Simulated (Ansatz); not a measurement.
Single points on Ag₃H₄⁻.

```yaml
crystal:
  periodic: [false, false, false]
  atoms:
    - {symbol: Ag, position_ang: [0.700921, 0.061700, 2.396677]}
    - {symbol: Ag, position_ang: [-0.162130, -1.061040, -0.039458]}
    - {symbol: Ag, position_ang: [-0.622685, 0.446078, -2.376349]}
    - {symbol: H, position_ang: [-0.629962, -1.180423, -1.693962]}
    - {symbol: H, position_ang: [0.231330, -1.437829, 1.595569]}
    - {symbol: H, position_ang: [1.168857, 1.320653, 3.350331]}
    - {symbol: H, position_ang: [-0.686341, 1.850861, -3.232808]}
basis:
  gaussian: {orbitals: def2-TZVPD, initial_orbitals: start.molden}
total_charge: -1
hamiltonian: {xc: pbe, dispersion: d4}
scf: {omitted_lower_state_checks: [starts]}
output: {forces: true, orbitals: {seedname: orbitals}}
```

The file start.molden holds the orbitals of an earlier run on this structure, at another level or in another basis.

```sh
$ ansatz run in.yaml --threads 4 --pin off --events-out ev --progress --plain --max-ram 3916MiB
```

Shortened log:

```
Functional definition: PBE
1263 factors; their error is unknown
mean field evaluation 1: about -12068.0765 eV, gradient 6.7e0 eV
mean field evaluation 2: about -12068.2379 eV, gradient 1.5e-1 eV
mean field evaluation 4: about -12068.2334 eV, gradient 2.0e-4 eV
mean field -12068.23337428 eV, -443.4993963626 hartree, gradient 1.5e-5 eV, S^2 0.000000; 0 other end points of the search recorded, 0 dependent functions left out
reference -12068.23342593 eV, -443.4993982604 hartree; 31, 31 occupied and 125, 125 virtual orbitals, 1263 factors
Total energy: -12068.49898051 eV, -443.5091572112 hartree
Atom 0 at     0.700921     0.061700     2.396677 Å, force     0.009764     0.011380     0.047538 eV/Å
Atom 1 at    -0.162130    -1.061040    -0.039458 Å, force    -0.009134    -0.063698    -0.005661 eV/Å
Atom 2 at    -0.622685     0.446078    -2.376349 Å, force    -0.008091     0.006660    -0.045248 eV/Å
Atom 3 at    -0.629962    -1.180423    -1.693962 Å, force    -0.020671    -0.074948    -0.037479 eV/Å
Atom 4 at     0.231330    -1.437829     1.595569 Å, force    -0.002758    -0.082145     0.035547 eV/Å
Atom 5 at     1.168857     1.320653     3.350331 Å, force     0.038887     0.090768     0.074997 eV/Å
Atom 6 at    -0.686341     1.850861    -3.232808 Å, force    -0.007998     0.111982    -0.069695 eV/Å
Dipole moment:    -0.135738    -0.892515    -0.032488 e Å
Checks for a lower state left out: starts
```

Hardware: 4 threads of Arm Neoverse V2 on a shared host. Wall time 1.7 s.

First input, but with `correlation: {method: ccsd_t}`, `output: {orbitals: {seedname: orbitals}}` and without the key `hamiltonian` (abridged; 2.3 min):

```
Functional definition: HF
mean field -11991.35261103 eV, -440.6740804248 hartree, gradient 2.7e-6 eV, S^2 0.000000
second order -42.93883730 eV of doubles, -0.00000000 eV of singles
cycle   1  -39.37476770 eV  change     3.6e0 eV  update   1.9e-1
cycle   2  -40.58647624 eV  change    -1.2e0 eV  update   7.0e-2
cycle   3  -40.86796723 eV  change   -2.8e-1 eV  update   3.6e-2
cycle   4  -40.79643033 eV  change    7.2e-2 eV  update   1.3e-2
cycle   5  -40.76101327 eV  change    3.5e-2 eV  update   5.0e-3
cycle   6  -40.77105587 eV  change   -1.0e-2 eV  update   1.7e-3
cycle   7  -40.77421319 eV  change   -3.2e-3 eV  update   6.6e-4
cycle   8  -40.77329116 eV  change    9.2e-4 eV  update   2.9e-4
cycle   9  -40.77319283 eV  change    9.8e-5 eV  update   1.0e-4
cycle  10  -40.77346878 eV  change   -2.8e-4 eV  update   4.2e-5
cycle  11  -40.77334123 eV  change    1.3e-4 eV  update   1.8e-5
cycle  12  -40.77330805 eV  change    3.3e-5 eV  update   6.6e-6
perturbative correction -1.06473676 eV, -0.0391283542 hartree
Total energy: -12033.19065584 eV, -442.2116002126 hartree
Checks for a lower state left out: starts
```

First input, but with `hamiltonian: {xc: r2scan, dispersion: d4}`, `output: {orbitals: {seedname: orbitals}}` (abridged; 3.5 s):

```
Functional definition: r2SCAN
mean field -12071.51364013 eV, -443.6199439089 hartree, gradient 1.7e-5 eV, S^2 0.000000
Total energy: -12071.57888598 eV, -443.6223416496 hartree
Checks for a lower state left out: starts
```

As the first input, with `hamiltonian: {xc: pbe0, dispersion: d4}`, `output: {orbitals: {seedname: orbitals}}` (abridged; 1.9 s):

```
Functional definition: PBE0
mean field -12066.46237328 eV, -443.4343132761 hartree, gradient 1.1e-5 eV, S^2 0.000000
Total energy: -12066.69069840 eV, -443.4427040696 hartree
Checks for a lower state left out: starts
```

The first input with `hamiltonian: {xc: hse06, dispersion: d4}`, `output: {orbitals: {seedname: orbitals}}` (abridged; 2.1 s):

```
Functional definition: HSE06
mean field -12066.34763302 eV, -443.4300966492 hartree, gradient 1.3e-5 eV, S^2 0.000000
Total energy: -12066.56485017 eV, -443.4380792325 hartree
Checks for a lower state left out: starts
```

As the first input, with `hamiltonian: {xc: {name: B3LYP}, dispersion: d4}`, `output: {orbitals: {seedname: orbitals}}` (abridged; 1.9 s):

```
Functional definition: B3LYP
mean field -12071.91595854 eV, -443.6347288376 hartree, gradient 3.7e-5 eV, S^2 0.000000
Total energy: -12072.34753773 eV, -443.6505890806 hartree
Checks for a lower state left out: starts
```

Geometry: r2SCAN-D4/def2-TZVPD.

In the def2 sets Ag takes a core potential; there is no spin–orbit coupling. B3LYP takes the VWN-RPA correlation. HSE06 is defined as in plane-wave codes, on full-range PBE exchange. Correlated methods freeze no core orbitals; core or outer-core shells of Ag are correlated, in sets that lack core-valence functions. Another isomer (singlet) lies 0.04 eV lower at PBE0-D4/def2-TZVPD; other spin states weren't run for this one.
